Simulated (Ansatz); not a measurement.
Basis-set extrapolation for `C=C[SiH2]N` (PBE0-D4/def2-TZVP geometry, frozen core, Ansatz 0.2.0). Multiplicity 1, RHF reference.

|  | def2-TZVPP | def2-QZVPP |
| --- | --- | --- |
| HF | -423.269259 | -423.284964 |
| MP2 correlation | -0.665612 | -0.711317 |
| CCSD(T) correlation | -0.738099 | not run |

Energies in hartree. Use E(X) = E(∞) + A·exp(−7.88·√X) for Hartree–Fock and E(X) = E(∞) + B·X^(−2.97) for correlation, with X = 3 and 4, and add CCSD(T) minus MP2 of the smaller set to the MP2 limit.

Problem. What is the CCSD(T) energy at the basis-set limit?

Solution. HF limit: -423.284964 + (-0.015705) × 0.13774 = -423.28713. MP2 limit: -0.711317 + (-0.045705) × 0.74074 = -0.74517. Higher-order term: -0.738099 − (-0.665612) = -0.07249. Total: -424.10479 hartree, 255.8 kJ/mol below CCSD(T)/def2-TZVPP.
